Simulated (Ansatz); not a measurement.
`[OH][Hf]([Cl])([Cl])[Cl]`, charge 0, multiplicity 1.

(1) Give a relaxed structure at PBE0-D4/def2-TZVP (Ansatz 0.2.0). (Best estimate.)

## Answers

(1) Computed: 
Cartesian coordinates in Å:
```
O -1.467 -0.053 -0.189
Hf 0.398 0.014 0.052
Cl 1.305 -2.096 -0.376
Cl 1.308 1.578 -1.427
Cl 0.867 0.644 2.253
H -2.411 -0.087 -0.312
```
Point group C3v.
